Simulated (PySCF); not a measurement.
SiHFBr2, SMILES F[SiH](Br)Br.

The structure is a stationary point at TPSSh-D3(BJ)/def2-SVP. The structure was generated by enumeration, and PubChem lists no compound with its InChIKey, so it may never have been made.

Two levels are set side by side: TDA-PBE/def2-SVPD (PySCF) and TDA-PBE0/def2-SVPD (PySCF). Vertical, same geometry. The lowest singlet is HOMO→LUMO 87 % with PBE and HOMO→LUMO 91 % with the other functional; states are paired by order. Differences are taken from unrounded values.

| quantity | TDA-PBE0 |
|---|---|
| lowest singlet excitation (eV) | 6.70 |
| lowest triplet excitation (TDA) (eV) | 6.10 |

Problem. What does TDA-PBE give, and how far is it from TDA-PBE0? (An estimate is asked for; the answer gives what the named calculation found.)

Solution. 
```tsv
quantity	TDA-PBE	TDA-PBE minus TDA-PBE0
lowest singlet excitation (eV)	6.10	-0.59
lowest triplet excitation (TDA) (eV)	5.62	-0.48
```

Functionals without exact exchange tend to place singlet excitations lower, as here. Differences between two approximate levels are no errors against the true value.

Rough cost on one machine, each run with all the roots and properties that it gave: TDA-PBE0 against TDA-PBE about 3 times.
